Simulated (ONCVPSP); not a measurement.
# beryllium: variants of one ONCV potential

Base potential:

beryllium (Be), optimised norm-conserving Vanderbilt (ONCV), made with ONCVPSP 4.0.1 (LDA (Perdew-Zunger), scalar-relativistic). Core none, reference 1s2 2s2. Waves: 1s+2s: rc 0.70 bohr, ncon 4, nbas 7, qcut 16.6 1/bohr, 3 projectors, debl 3.2 Ha; p scattering state at 0.44 Ha: rc 0.65 bohr, ncon 4, nbas 8, qcut 12.9 1/bohr, 3 projectors, debl 2.4 Ha; d scattering state at 0.39 Ha: rc 0.70 bohr, ncon 4, nbas 9, qcut 13.7 1/bohr, 2 projectors, debl 2.1 Ha. Local part: polynomial inside 0.65 bohr (lpopt 5, dvloc0 0 Ha). Core correction: none.

All-electron outer shells of the reference configuration (LDA (Perdew-Zunger), scalar-relativistic, ld1.x):

| shell | level (eV) | outermost node (bohr) | outermost maximum (bohr) |
| --- | --- | --- | --- |
| 1s | -104.93 | – | 0.27 |
| 2s | -5.61 | 0.60 | 2.04 |

Cutoffs, loose and tight: the cutoffs (Ha) at which the residual kinetic energy of the hardest occupied pseudo-wave falls to 1 and 0.1 mHa per electron. They do not see the model core or the augmentation charge, which bear on the density cutoff. Test errors are all-electron minus pseudo excitation energies from the reference, over the configurations 1s2 2s1; 1s2 2s0; 1s2 2s1.5; 1s2 2s0 2p1. A dash means not determined; rows that change the core or the reference have their own tests. The largest error is taken over the tests solved by every variant that gives reliable tests at all: 1s2 2s0; 1s2 2s1; 1s2 2s1.5.

A true bound ghost makes a file unfit for plane-wave use even where its test errors are small: the radial tests pick states by their node count and pass the ghost by.

```tsv
change	outcome	cutoff, loose	cutoff, tight	bound ghosts	GHOST(+) flags above zero	largest test error (meV)
base	generated	106 Ha	123 Ha	none	p	+2.4
s: qcut 10.5; p: qcut 8.2; d: qcut 8.7	generated	228 Ha	272 Ha	p	s, d	+3.4
s: qcut 12.9; p: qcut 10; d: qcut 10.6	generated	90 Ha	239 Ha	none	p	+3.2
s: qcut 14.1; p: qcut 11; d: qcut 11.6	generated	91 Ha	201 Ha	none	p	+2.9
s: qcut 18.9; p: qcut 14.7; d: qcut 15.6	generated	118 Ha	140 Ha	none	p	+2.1
s: qcut 20.3; p: qcut 15.8; d: qcut 16.8	generated	126 Ha	151 Ha	none	p	+1.9
s: qcut 22; p: qcut 17.1; d: qcut 18.2	generated	135 Ha	163 Ha	none	none	+1.6
s: qcut 24.2; p: qcut 18.8; d: qcut 20	generated	147 Ha	179 Ha	none	none	+1.4
```

**Question.** What comes out with this change to the base: s: qcut 17; p: qcut 13.2; d: qcut 14?

**Answer.** outcome: generated; cutoff, loose: 108 Ha; cutoff, tight: 126 Ha; bound ghosts: none; GHOST(+) flags above zero: p; largest test error (meV): +2.4.
